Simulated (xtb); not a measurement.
ClCs (SMILES [Cl][Cs]), singlet, geometry from GFN2-xTB (such geometries of metal compounds can be far from the true shape), atoms displaced at random by about 0.1 Å a coordinate; GFN2-xTB run with xtb.

Here is a job for xtb.
```
$ xtb mol.xyz --gfn 2 --opt --input xcontrol --json

# file mol.xyz
2

Cs    -0.04787844     0.03027440    -0.49436814
Cl    -0.11944140    -0.24540880     2.09822802

# file xcontrol
$opt
  engine=lbfgs
$end
```

What the program printed (banner, timings and long lists left out):

```
   ID    Z sym.   atoms
    1   55 Cs     1
    2   17 Cl     2

           -------------------------------------------------
          |                Calculation Setup                |
           -------------------------------------------------

           -------------------------------------------------
          |                 G F N 2 - x T B                 |
           -------------------------------------------------

          ...................................................
          :                      SETUP                      :
          :.................................................:
          :  # basis functions                  14          :
          :  # atomic orbitals                  13          :
          :  # shells                            5          :
          :  # electrons                         8          :
          :  max. iterations                   250          :
          :  Hamiltonian                  GFN2-xTB          :
          :  restarted?                      false          :
          :  GBSA solvation                  false          :
          :  PC potential                    false          :
          :  electronic temp.          300.0000000     K    :
          :  accuracy                    1.0000000          :
          :  -> integral cutoff          0.2500000E+02      :
          :  -> integral neglect         0.1000000E-07      :
          :  -> SCF convergence          0.1000000E-05 Eh   :
          :  -> wf. convergence          0.1000000E-03 e    :
          :  Broyden damping             0.4000000          :
          :  net charge                          0          :
          :  unpaired electrons                  0          :
          ...................................................

 iter      E             dE          RMSdq      gap      omega  full diag
   1     -4.7952198 -0.479522E+01  0.919E+00    2.44       0.0  T
   2     -4.7988380 -0.361822E-02  0.603E+00    1.63       1.0  T
   3     -4.7980188  0.819270E-03  0.161E+00    2.06       1.0  T
   4     -4.7993792 -0.136046E-02  0.185E-01    1.73       1.0  T
   5     -4.7993809 -0.163703E-05  0.967E-02    1.73       1.0  T
   6     -4.7993843 -0.345677E-05  0.909E-02    1.73       1.0  T
   7     -4.7993838  0.482504E-06  0.388E-02    1.73       1.8  T
   8     -4.7993851 -0.126271E-05  0.227E-02    1.72       3.1  T
   9     -4.7993853 -0.238732E-06  0.801E-03    1.72       8.8  T
  10     -4.7993853 -0.115601E-07  0.332E-04    1.72     212.9  T
  11     -4.7993853 -0.770211E-10  0.789E-05    1.72     895.7  T

   *** convergence criteria satisfied after 11 iterations ***

         :::::::::::::::::::::::::::::::::::::::::::::::::::::
         ::                     SUMMARY                     ::
         :::::::::::::::::::::::::::::::::::::::::::::::::::::
         :: total energy              -4.792948292064 Eh    ::
         :: gradient norm              0.030143508286 Eh/a0 ::
         :: HOMO-LUMO gap              1.721987171659 eV    ::
         ::.................................................::
         :: SCC energy                -4.799385343035 Eh    ::
         :: -> isotropic ES            0.091606370171 Eh    ::
         :: -> anisotropic ES          0.001859208220 Eh    ::
         :: -> anisotropic XC         -0.000025561363 Eh    ::
         :: -> dispersion             -0.000563243393 Eh    ::
         :: repulsion energy           0.006437050971 Eh    ::
         :: add. restraining           0.000000000000 Eh    ::
         :: total charge               0.000000000000 e     ::
         :::::::::::::::::::::::::::::::::::::::::::::::::::::

      -----------------------------------------------------------
     |                       L-ANC optimizer                     |
      -----------------------------------------------------------
          low memory version by Sebastian Ehlert

          ...................................................
[...]
 * total energy  :    -4.7964028 Eh     change       -0.3454553E-02 Eh
 * total energy  :    -4.7970095 Eh     change       -0.6066759E-03 Eh
 * total energy  :    -4.7972191 Eh     change       -0.2095396E-03 Eh
 * total energy  :    -4.7972321 Eh     change       -0.1307343E-04 Eh
 * total energy  :    -4.7972467 Eh     change       -0.1456321E-04 Eh
 * total energy  :    -4.7972467 Eh     change       -0.4219435E-07 Eh
   *** GEOMETRY OPTIMIZATION CONVERGED AFTER 6 CYCLES ***
         :: total energy              -4.797246739283 Eh    ::
[...]
         :: gradient norm              0.000002261081 Eh/a0 ::
         :: HOMO-LUMO gap              1.776477235158 eV    ::
         ::.................................................::
         :: SCC energy                -4.798320187721 Eh    ::
         :: -> isotropic ES            0.084197174555 Eh    ::
         :: -> anisotropic ES          0.002745465935 Eh    ::
         :: -> anisotropic XC         -0.000016052752 Eh    ::
         :: -> dispersion             -0.000558620336 Eh    ::
         :: repulsion energy           0.001073448438 Eh    ::
         :: add. restraining           0.000000000000 Eh    ::
         :: total charge               0.000000000000 e     ::
         :::::::::::::::::::::::::::::::::::::::::::::::::::::

           -------------------------------------------------
          |                Property Printout                |
           -------------------------------------------------

    * Orbital Energies and Occupations

         #    Occupation            Energy/Eh            Energy/eV
      -------------------------------------------------------------
         1        2.0000           -0.9679641             -26.3396
         2        2.0000           -0.3652917              -9.9401
         3        2.0000           -0.3535545              -9.6207
         4        2.0000           -0.3535545              -9.6207 (HOMO)
         5                         -0.2882701              -7.8442 (LUMO)
         6                         -0.1376713              -3.7462
         7                         -0.1376713              -3.7462
         8                          0.0430987               1.1728
         9                          0.1288790               3.5070
        10                          0.1294696               3.5230
        11                          0.1294696               3.5230
        12                          0.1319328               3.5901
        13                          0.1319328               3.5901
      -------------------------------------------------------------
                  HL-Gap            0.0652843 Eh            1.7765 eV
             Fermi-level           -0.3207948 Eh           -8.7293 eV

     #   Z          covCN         q      C6AA      α(0)
     1  55 Cs       0.672     0.642   595.494    85.979
     2  17 Cl       0.672    -0.642   120.478    16.786

 Mol. C6AA /au·bohr⁶  :       1171.206985
 Mol. C8AA /au·bohr⁸  :     278195.536347
 Mol. α(0) /au        :        102.765095

Wiberg/Mayer (AO) data.
largest (>0.10) Wiberg bond orders for each atom

 ---------------------------------------------------------------------------
     #   Z sym  total        # sym  WBO       # sym  WBO       # sym  WBO
 ---------------------------------------------------------------------------
     1  55 Cs   0.636 --     2 Cl   0.636
     2  17 Cl   0.636 --     1 Cs   0.636
 ---------------------------------------------------------------------------

Topologies differ in total number of bonds
Writing topology from bond orders to xtbtopo.mol

molecular dipole:
                 x           y           z       tot (Debye)
 q only:        0.096       0.370      -3.476
   full:        0.096       0.370      -3.475       8.885
molecular quadrupole (traceless):
                xx          xy          yy          xz          yz          zz
 q only:        5.313      -0.117       5.133       1.042       1.900     -10.446
  q+dip:        4.678      -0.111       4.518       0.990       1.699      -9.195
   full:        5.206      -0.116       5.029       1.033       1.866     -10.235

optimized geometry written to: xtbopt.xyz

           -------------------------------------------------
          | TOTAL ENERGY               -4.797246739283 Eh   |
          | GRADIENT NORM               0.000002261081 Eh/α |
          | HOMO-LUMO GAP               1.776477235158 eV   |
           -------------------------------------------------
```
